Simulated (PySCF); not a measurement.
## Core-level binding energies of `C/C(=C\F)[C@@H]1BCCC1`

C7H12BF.
Geometry (PBE0-D3(BJ)/def2-SVP, Å), atoms numbered from 1 in this order:
```
atom  x, y, z in Å
C1    -2.1326    0.8994   -0.1822
C2    -1.4892   -0.4277    0.0791
C3    -2.2169   -1.5382    0.2143
F4    -3.5519   -1.5430    0.1346
C5     0.0033   -0.4774    0.2061
B6     0.7265    0.3814    1.3131
C7     2.1029    0.8369    0.7272
C8     2.2596    0.0350   -0.5725
C9     0.8311   -0.1987   -1.0669
H10   -1.9335    1.5949    0.6510
H11   -3.2195    0.8051   -0.3002
H12   -1.7270    1.3667   -1.0942
H13   -1.8047   -2.5331    0.4077
H14    0.2995   -1.4923    0.5679
H15    0.2825    0.6359    2.4091
H16    1.8988    1.9052    0.4845
H17    2.9781    0.8540    1.3941
H18    2.7329   -0.9368   -0.3465
H19    2.8958    0.5251   -1.3262
H20    0.7529   -1.0056   -1.8126
H21    0.4538    0.7180   -1.5537
```

Level of theory: delta-SCF UKS SCAN, pcX-2 on the ionised atom, pcseg-1 elsewhere, spin-free X2C in PySCF 2.14.0. These are vertical core ionisation energies against the vacuum level, from separate self-consistent calculations with and without the core hole.

Q: What binding energy does each computed site have?

A: 
```tsv
atom(s)	bonded to	level	binding energy (eV)	above the level's lowest (eV)	count
C7	C, 2 H and B	C 1s	290.06	0.00	1
C5	2 C, H and B	C 1s	290.18	+0.12	1
C9	2 C and 2 H	C 1s	290.36	+0.30	1
C2	C (double bond) and 2 C	C 1s	290.37	+0.31	1
C8	2 C and 2 H	C 1s	290.48	+0.42	1
C1	C and 3 H	C 1s	290.69	+0.63	1
C3	F, C (double bond) and H	C 1s	291.85	+1.79	1
F4	C	F 1s	692.49	0.00	1
```

The listed C 1s values span 1.79 eV, from C7 (bonded to C, 2 H and B) to C3 (bonded to F, C (double bond) and H). Summing the Pauling electronegativity differences to the bonded atoms, each weighted by its formal bond order, gives -1.21 for the lowest site and +1.08 for the highest; no listed site has a larger sum than the highest. The values 290.36 and 290.37 eV lie too close for their order to be trusted.

Q: Express the binding energy of C 1s of C3 in atomic units and per mole.

A: 291.85 eV = 10.7253 Eh = 28159 kJ/mol.

Q: What is the longest wavelength that can ionise C 1s of C3 vertically?

A: λ = hc/E = 12398.42 eV Å / 291.85 eV = 42.482 Å.

Not every level is listed. No level of boron is listed. Geometry: PBE0-D3(BJ)/def2-SVP, one conformer, isolated molecule.

On an Arm Neoverse N1 with one thread, shared host, this took 6.3 min wall and 0.71 GiB of memory at its peak.
